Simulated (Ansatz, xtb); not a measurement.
**Isomers of C3H4BeO in order of energy**

4 gas-phase structures of C3H4BeO, found in a search over its isomers (lower ones may exist). Each was relaxed with GFN2-xTB:

A. a singlet given by its coordinates
B. a singlet given by its coordinates
C. `[Be]1[CH2]C=C[O]1`, a singlet
D. `[Be]1[CH]=CC[O]1`, a singlet

B (Å):

```tsv
atom	x (Å)	y (Å)	z (Å)
C	-0.1447	1.3669	-0.8144
C	0.1202	0.5716	0.3698
C	0.3393	-0.0931	1.3548
Be	0.6389	-0.9978	2.7115
O	0.8925	-1.7446	3.8402
H	-0.1583	0.7288	-1.6983
H	-1.1111	1.8639	-0.7239
H	0.6304	2.1236	-0.9381
H	1.0628	-2.2501	4.6134
```

Close contacts (Å): C1–C2 1.45, C2–C3 1.21, C3–Be4 1.66, Be4–O5 1.38, C1–H6 1.09, C1–H7 1.09, C1–H8 1.09, O5–H9 0.94.

A (Å):

| atom | x (Å) | y (Å) | z (Å) |
| --- | --- | --- | --- |
| C | -1.9848 | -0.7659 | 1.1986 |
| C | -0.8666 | -0.9208 | 0.7950 |
| C | 0.4819 | -1.1228 | 0.3219 |
| Be | 0.9031 | 0.4315 | -0.3273 |
| O | 1.1327 | 1.6927 | -0.8075 |
| H | -2.9654 | -0.6139 | 1.5375 |
| H | 1.0779 | -1.4713 | 1.1671 |
| H | 0.4605 | -1.9529 | -0.3863 |
| H | 1.2701 | 2.5640 | -1.1345 |

Close contacts (Å): C1–C2 1.20, C2–C3 1.44, C3–Be4 1.74, Be4–O5 1.37, C1–H6 1.05, C3–H7 1.09, C3–H8 1.09, O5–H9 0.94.

Problem. Make a reasoned guess at their ranking by r2SCAN-D4/def2-SVP//GFN2-xTB single-point energy.

Solution. Calculated order at r2SCAN-D4/def2-SVP//GFN2-xTB: B (0.0), A (86.2), D (89.9), C (96.3) kJ/mol. Less than 1 kcal/mol parts A and D, so the order within that pair means little.

Energies above the lowest of each column, in kJ/mol; the last columns are at r2SCAN-D4/def2-SVP geometries and were run for some of them only (a dash: not run or not comparable):

```csv
structure,GFN2-xTB,HF/STO-3G,r2SCAN-D4/def2-SVP//GFN2-xTB,r2SCAN-D4/def2-SVP,CCSD(T)/def2-SVP + ΔMP2/def2-TZVPP
B,0.0,0.0,0.0,0.0,0.0
A,73.6,91.3,86.2,79.3,70.1
D,43.3,38.6,89.9,84.6,86.3
C,46.2,58.6,96.3,–,–
```

Every level run on B puts it lowest or level with the lowest. B keeps a small imaginary mode. Frequencies (r2SCAN-D4/def2-SVP) were run for A, B, D alone. The ΔMP2 step shifts differences by up to 23.3 kJ/mol, which makes them less sure. ΔMP2 is the change of the MP2 energy from the smaller to the larger basis.

Over these structures GFN2-xTB departs from r2SCAN-D4/def2-SVP//GFN2-xTB by 21.0 kJ/mol on average once a common shift is removed. A GFN2-xTB relaxation took about 0.15 s and the r2SCAN-D4/def2-SVP//GFN2-xTB energy about 2.5 s on a shared host (Ansatz 0.2.0, xtb 6.7.1).
